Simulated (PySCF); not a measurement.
Delta-SCF ions had no search for a lower state. Excitations are Tamm–Dancoff values on a coarser integration grid. The basis has no diffuse functions, so Rydberg states are missing or too high.

Cartesian coordinates (Å):
```xyz
17

C      3.0644     0.3038     0.2954
Ge     1.6549    -0.9100    -0.3175
Ge    -0.2020    -0.9872     1.2406
Ge    -1.9724    -2.4739     0.5080
C     -3.4521    -2.5249     1.7899
H      3.4527    -0.0252     1.2697
H      2.6678     1.3234     0.4025
H      3.8932     0.3214    -0.4272
H      2.2280    -2.3341    -0.4849
H      1.1335    -0.4507    -1.6966
H      0.3103    -1.4453     2.6255
H     -0.7736     0.4372     1.4265
H     -1.3916    -3.8929     0.3242
H     -2.4888    -1.9983    -0.8675
H     -4.2404    -3.2048     1.4355
H     -3.0955    -2.8774     2.7682
H     -3.8822    -1.5209     1.9147
```
Charge 0, spin multiplicity 1.

### Question
What T1 excitation (TDA), S1–T1 gap (TDA), LUMO, S1 excitation (TDA), brightest of the four lowest singlets (TDA), vertical ionisation energy (Delta-SCF), dipole moment and HOMO does PySCF with PBE0-D4/def2-TZVP // PBE0-D3(BJ)/def2-SVP give?

### Answer

```yaml
T1 excitation (TDA): 5.83 eV
S1–T1 gap (TDA): 0.89 eV
LUMO: 0.24 eV
S1 excitation (TDA): 6.72 eV
brightest of the four lowest singlets (TDA): 6.72 eV
vertical ionisation energy (Delta-SCF): 9.04 eV
dipole_moment: 0.58 D
HOMO: -7.37 eV
```
